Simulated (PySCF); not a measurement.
## Exercise with solution: oscillator strength and radiative lifetime

tert-butyl 2-methylpropanoate (C8H16O2), SMILES CC(C)C(=O)OC(C)(C)C.

Coordinates come from a B3LYP-D3(BJ)/def2-SVP optimisation. The values are those of a single conformer.

TDA-CAM-B3LYP/def2-SVP (PySCF) puts the first singlet state with f over 0.02 at 8.63 eV (vertical), with the transition dipole (-0.453, 0.627, 0.000) in atomic units.

### Question
Find the oscillator strength, the wavelength and the radiative lifetime that this transition would have in vacuum if emission retraced absorption.

### Answer

|μ|² = 0.5983 au, so |μ| = 1.97 D. ΔE = 8.63/27.211 = 0.3171 hartree. f = (2/3) ΔE |μ|² = 0.127 (the program prints 0.127).
λ = 1239.84/8.63 = 144 nm; ν = 69606 cm⁻¹.
Einstein's coefficient A = 0.6670 ν² f s⁻¹ (ν in cm⁻¹) = 4.1e8 s⁻¹, so τ = 1/A = 2.4 ns. This state is S4; the lower singlets have f = 0.003, 0.016, 0.000. The figure is the radiative limit of this one transition; relaxation, internal conversion, crossing to triplets and a medium change what is measured.
